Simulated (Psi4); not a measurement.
H$_{4}$O$_{4}$Si, singlet, at a GFN2-xTB geometry. Base run: CAM-B3LYP/6-31G (Psi4).

Input for Psi4:
```
memory 2 GB

molecule {
0 1
  O     0.71655418    1.18982663   -0.84296995
  Si   -0.00000000   -0.00000000    0.00000000
  O    -1.02814201    0.71678285    1.03386749
  O    -0.68738808   -0.99172487   -1.08798669
  O     0.99897591   -0.91488460    0.89708915
  H     1.01009778    1.96488292   -0.37378436
  H    -1.39938075    0.19534961    1.73906562
  H    -1.15878807   -0.60533841   -1.81976724
  H     1.54807104   -1.55489412    0.45448598
}

set basis 6-31g

energy('cam-b3lyp')
print_variables()
```

Each row names what was changed in the base input (with any setting that the change needs).

```csv
change,basis functions,E (Eh),core-seconds (rough)
base,57,-592.67949,6
basis = STO-3G,33,-585.10244,4
basis = 3-21G,57,-589.63580,5
basis = cc-pV(D+d)Z,___,___,9
basis = 6-311G**,122,-593.01339,8
basis = 6-311++G**,146,-593.03024,10
basis = aug-pcseg-1,___,___,10
basis = def2-TZVP,185,-593.08751,10
basis = pcseg-2,210,-593.10043,20
basis = cc-pV(T+d)Z,215,-593.08038,20
basis = def2-TZVPP,___,___,10
basis = def2-TZVPD,239,-593.09232,20
basis = aug-cc-pVTZ,___,___,60
```

### Question
What belongs in the gaps?

### Answer

- basis = cc-pV(D+d)Z, basis functions: 99
- basis = cc-pV(D+d)Z, E (Eh): -592.92102
- basis = aug-pcseg-1, basis functions: 155
- basis = aug-pcseg-1, E (Eh): -592.87685
- basis = def2-TZVPP, basis functions: 222
- basis = def2-TZVPP, E (Eh): -593.09431
- basis = aug-cc-pVTZ, basis functions: 326
- basis = aug-cc-pVTZ, E (Eh): -593.07949

Totals compare only among sets that treat the same electrons; sets with core potentials leave the core out.
